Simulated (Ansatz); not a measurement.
[Ni(SH)4]2- (NiH4S4²⁻). Charge -2, multiplicity 3. Geometry PBE0-D4/def2-SVPD.

```xyz
9

Ni    0.1166    0.0399    0.0195
S    -1.5244    0.2036    1.7127
H    -1.3739   -1.0633    2.1647
S    -0.4997   -0.9156   -2.0531
H    -1.0416    0.2154   -2.5618
S     0.3462    2.3699   -0.5030
H     0.9145    2.1510   -1.7116
S     1.5552   -1.7041    0.8215
H     1.5072   -1.2968    2.1111
```

A multiply charged anion in the gas phase is held together partly by the finite basis. At PBE-D4/def2-SVPD, PBE-D4/def2-TZVPD, r2SCAN-D4/def2-TZVPD, r2SCANh-D4/def2-TZVPD the highest occupied level of the charge -2 triplet lies above zero (up to 3.27 eV). The electron is either unbound and held by the finite basis, or the level is raised by self-interaction error. The order of the spin states hangs on the level: the singlet lies 0.37 eV below the triplet at PBE-D4/def2-TZVPD, but 0.12 eV above it at r2SCAN-D4/def2-TZVPD.

(1) Estimate the α-spin orbital energies around the gap (eV) in Ansatz with PBE-D4/def2-SVPD, PBE-D4/def2-TZVPD, r2SCAN-D4/def2-TZVPD, r2SCANh-D4/def2-TZVPD, ωB97M-V/def2-TZVPD.

Results:

(1) 
```tsv
orbital	PBE-D4/def2-SVPD	PBE-D4/def2-TZVPD	r2SCAN-D4/def2-TZVPD	r2SCANh-D4/def2-TZVPD	ωB97M-V/def2-TZVPD
HOMO−5	1.65	1.65	1.38	0.90	-1.86
HOMO−4	2.12	2.12	1.86	1.38	-1.29
HOMO−3	2.48	2.47	2.18	1.66	-1.08
HOMO−2	2.58	2.55	2.23	1.78	-0.93
HOMO−1	2.80	2.78	2.35	1.82	-0.78
HOMO	3.10	3.10	2.75	2.23	-0.34
LUMO	5.58	5.18	5.72	5.82	6.03
LUMO+1	6.03	5.22	5.76	5.85	6.06
LUMO+2	6.15	5.35	5.93	6.02	6.16
LUMO+3	6.36	5.42	5.98	6.07	6.20
LUMO+4	7.07	5.99	6.54	6.63	6.70
LUMO+5	7.12	6.09	6.61	6.70	6.80
β HOMO	3.27	3.24	2.71	1.99	-0.78
β LUMO	3.85	3.80	4.33	5.02	5.99
```
